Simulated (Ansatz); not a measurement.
```yaml
crystal:
  periodic: [false, false, false]
  atoms:
    - {symbol: In, position_ang: [-0.405409, -1.924858, 0.283732]}
    - {symbol: In, position_ang: [0.400114, 1.926179, -0.282270]}
    - {symbol: N, position_ang: [0.005305, -0.001321, -0.001462]}
basis:
  gaussian: {orbitals: STO-3G}
magnetization: {spin_polarized: true, initial_magnetization: 3}
hamiltonian: {xc: {name: revPBE}}
scf: {lower_state_search: off}
output: {forces: true}
```

```sh
$ ansatz run in.yaml --threads 4 --pin off --events-out ev --progress --plain --max-ram 3916MiB
```

Output, abridged:

```
Functional definition: revPBE
795 factors; integrals over basis functions are off by at most 6.6e-5 eV
mean field evaluation 1: about -310813.7601 eV, gradient 4.7e1 eV
mean field evaluation 2: about -310705.0692 eV, gradient 9.6e1 eV
mean field evaluation 4: about -310832.3550 eV, gradient 8.8e0 eV
mean field evaluation 8: about -310832.3936 eV, gradient 9.2e0 eV
mean field evaluation 16: about -310832.9335 eV, gradient 3.4e-4 eV
mean field -310832.93350152 eV, -11422.8996160512 hartree, gradient 2.7e-6 eV, S^2 3.753679; 0 other end points of the search recorded, 0 dependent functions left out
reference -310832.93353661 eV, -11422.8996173409 hartree; 54, 51 occupied and 5, 8 virtual orbitals, 795 factors
Total energy: -310832.93353661 eV, -11422.8996173409 hartree
Atom 0 at    -0.405409    -1.924858     0.283732 Å, force     0.728799     3.433929    -0.507820 eV/Å
Atom 1 at     0.400114     1.926179    -0.282270 Å, force    -0.708799    -3.438928     0.502311 eV/Å
Atom 2 at     0.005305    -0.001321    -0.001462 Å, force    -0.020000     0.004998     0.005509 eV/Å
Dipole moment:     0.003405    -0.000850    -0.000941 e Å
Checks for a lower state left out: stability, starts, cluster_reference, orbital_swaps, neighbouring_geometries, increment
```

Hardware: 4 threads of Arm Neoverse V2 on a shared host. Wall time 0.85 s.
